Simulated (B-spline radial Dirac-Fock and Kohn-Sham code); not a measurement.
Kohn-Sham estimates against Dirac-Fock for the levels of Dy

System: atomic dysprosium in the configuration 1s2 2s2 2p6 3s2 3p6 3d10 4s2 4p6 4d10 4f10 5s2 5p6 6s2.

The density-functional columns are spherical, spin-unpolarised Dirac-Kohn-Sham results without Breit or QED terms: −ε is minus the orbital energy of the initial state and ΔSCF the difference of two total energies, and "half-occupied" is minus the orbital energy with half an electron removed (Slater transition state). The reference in the last column comes from Dirac-Fock ΔSCF + Breit + QED. All numbers are from a radial atomic solver, in eV; a selection of levels is shown. For the 1s level of heavy atoms much of the gap between ΔSCF and the reference is the Breit and QED part, -238.7 eV here; for other levels the error of the functional can be larger.

| level | PBE0 −ε | LDA −ε | LDA half-occupied | PBE ΔSCF | Dirac-Fock |
| --- | --- | --- | --- | --- | --- |
| 1s | 53721.0 | 53541.3 | 54015.5 | 54065.3 | 53787.8 |
| 2s | 8973.8 | 8912.7 | 8995.8 | 9002.6 | 9054.8 |
| 2p1/2 | 8529.9 | 8480.7 | 8587.4 | 8590.6 | 8583.1 |
| 2p3/2 | 7729.1 | 7681.4 | 7776.1 | 7778.3 | 7792.0 |
| 3s | 2011.7 | 1983.3 | 2005.4 | 2007.5 | 2051.8 |
| 3p1/2 | 1818.0 | 1794.2 | 1818.0 | 1819.0 | 1847.3 |
| 3p3/2 | 1650.8 | 1628.3 | 1650.1 | 1650.8 | 1680.5 |
| 3d3/2 | 1318.9 | 1301.6 | 1328.2 | 1328.3 | 1333.5 |
| 3d5/2 | 1282.5 | 1265.4 | 1291.2 | 1291.3 | 1298.0 |
| 4s | 405.0 | 391.7 | 400.5 | 401.6 | 423.8 |
| 4p1/2 | 328.1 | 317.1 | 325.8 | 326.5 | 342.1 |
| 4p3/2 | 290.7 | 279.8 | 288.3 | 289.1 | 305.1 |
| 4d3/2 | 163.8 | 156.6 | 164.9 | 165.1 | 170.0 |
| 4d5/2 | 157.0 | 149.9 | 158.0 | 158.3 | 163.3 |
| 4f | 4.22 | 3.32 | 10.24 | 10.15 | 5.72 |
| 5s | 52.17 | 48.98 | 54.81 | 54.69 | 57.09 |
| 5p1/2 | 30.78 | 28.84 | 34.28 | 34.13 | 32.68 |
| 5p3/2 | 25.99 | 24.11 | 29.31 | 29.21 | 28.03 |
| 6s | 4.27 | 3.89 | 6.42 | 6.24 | 4.91 |

Q: Order the estimates of the K (1s) level by their distance from the Dirac-Fock value, nearest first.
A. PBE ΔSCF
B. LDA half-occupied
C. LDA −ε
D. PBE0 −ε

A: D (66.8 eV), B (227.6 eV), C (246.5 eV), A (277.5 eV).

An eigenvalue near the reference for a deep level is a cancellation of errors: it lacks relaxation, carries self-interaction and omits Breit and QED terms.

For the outermost level NIST gives 5.939061 eV (measured); the differences from it are PBE0 −ε -1.67, LDA −ε -2.04, LDA half-occupied +0.48, PBE ΔSCF +0.30, Dirac-Fock -1.03 eV.

Values without a named source are computed, but for edge energies of neutral atoms, which are taken from tables.
